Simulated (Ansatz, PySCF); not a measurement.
C2H8ClNOSi, singlet, geometry from GFN2-xTB, atoms displaced at random by about 0.03 Å a coordinate. Base run: B3LYP/STO-3G, gradient run with PySCF.

Here is a job for PySCF.
```python
from pyscf import gto, scf, dft

mol = gto.M(
    atom='''
Si    0.88689400   -0.41699500    0.05204841
N     1.43262584   -0.45925884    1.63720296
Cl    1.24021698    1.42139276   -0.72060812
O    -0.70281287   -0.71227578    0.22200580
C    -1.74125516   -0.44963075   -0.72135593
C    -3.02029366   -0.29134174    0.17424066
H     1.46089606   -1.32276435   -0.90828699
H     2.36465139   -0.29277726    1.85760856
H     0.99910901   -1.24116713    2.25404102
H    -1.53969804    0.42667411   -1.22356928
H    -1.84033396   -1.30700113   -1.34926589
H    -3.23865047   -1.23381617    0.58795937
H    -2.93504339    0.48726065    0.77710397
H    -3.85337817   -0.15281489   -0.51450353
''',
    basis='sto-3g',
    verbose=3,
)

mf = dft.RKS(mol)
mf.xc = 'b3lyp'
mf.kernel()
g = mf.nuc_grad_method()
grad = g.kernel()
```

Programs used: Ansatz (a program for electronic structure), PySCF; a row that names a program was run with it.

The coordinate followed is z of atom 1.

The base run was repeated with changes; each row names its change, and settings that it needs were set with it.

| change | dE/dx (Eh/bohr) | net force (Eh/bohr) |
|---|---|---|
| base | 0.017804 | 0.000042 |
| code = ansatz | 0.017801 | 0.000000 |
| conv_tol = 1e-6 | 0.017808 | 0.000042 |
| grids.level = 1; grid_response = off | 0.017749 | 0.000621 |
| finite difference step (bohr) = 1e-3; conv_tol = 1e-11 | 0.017810 | - |
| grids.level = 5; grid_response = on | 0.017801 | 0.000000 |
| grids.level = 0; grid_response = off | 0.017631 | 0.011575 |
| grids.level = 0; grid_response = on | 0.022545 | 0.000000 |
| finite difference step (bohr) = 1e-4; conv_tol = 1e-11 | 0.017810 | - |
| density fitting = on | 0.017792 | 0.000042 |
| grids.level = 1; grid_response = on | 0.017675 | 0.000000 |
| grid_response = on | 0.017810 | 0.000000 |

The net force is zero for an exact gradient.
